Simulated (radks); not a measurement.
Isoelectronic series with 24 electrons, all held in the configuration [Ar] 3d5 4s1, which need not be the ground one along the series. Calculated with a radial shooting solver on a logarithmic mesh with Libxc functionals: scalar-relativistic Kohn-Sham, r2SCAN, spin-unpolarised, spherical densities, finite nucleus; meta-GGA in the generalised Kohn-Sham scheme; Fermi nuclear charge, rms radius of each element as measured or else 0.836 A^(1/3) + 0.57 fm. Total energies (hartree) and orbital eigenvalues (eV):

| ion | E (hartree) | 3d | 4s |
|---|---|---|---|
| Cr | -1050.68766 | -2.8116 | -3.9650 |
| Mn+ | -1158.15287 | -14.8966 | -11.7917 |
| Fe2+ | -1271.43278 | -31.9320 | -22.2065 |
| Co3+ | -1390.49790 | -53.0229 | -34.8350 |
| Ni4+ | -1515.34148 | -77.7727 | -49.5121 |
| Cu5+ | -1645.96634 | -105.9778 | -66.1496 |
| Zn6+ | -1782.38218 | -137.5202 | -84.6955 |
| Ga7+ | -1924.60154 | -172.3253 | -105.1167 |
| Ge8+ | -2072.63992 | -210.3429 | -127.3916 |

3d drops below 4s between Cr and Mn+.
